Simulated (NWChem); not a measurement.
Species: SiH4S3; SMILES S[SiH](S)S

```xyz
8

Si     0.0000     0.0000    -0.2257
S     -2.0025     0.2013     0.5381
S      1.1755     1.6336     0.5381
S      0.8269    -1.8348     0.5381
H      0.0000     0.0000    -1.7297
H     -2.3062     1.2549    -0.2758
H      2.2399     1.3698    -0.2758
H      0.0663    -2.6247    -0.2758
```
Atoms are numbered in this order, from 1.

Level: PBE-D3(BJ)/def2-SVP (NWChem), optimised geometry, unscaled harmonic frequencies. 

```tsv
frequency (cm⁻¹)	IR intensity (km/mol)
105	10.5
105	10.5
173	4.4
174	4.4
188	0.2
281	31.3
432	8.5
531	58.6
531	58.6
683	53.6
683	53.6
703	0.3
785	105.3
785	105.2
2145	103.4
2596	0.1
2596	0.8
2596	0.8
```

The zero-point energy is 23.0 kcal/mol and the thermal correction to the enthalpy at 298.15 K (with zero-point energy) comes out as 28.4 kcal/mol. The heat capacity Cv is 24.8 cal/(mol K), the entropy at 298.15 K and 1 atm (symmetry number 3) comes out as 85.2 cal/(mol K) and the dipole moment comes out as 2.13 D.

Rigid rotor and harmonic oscillator.
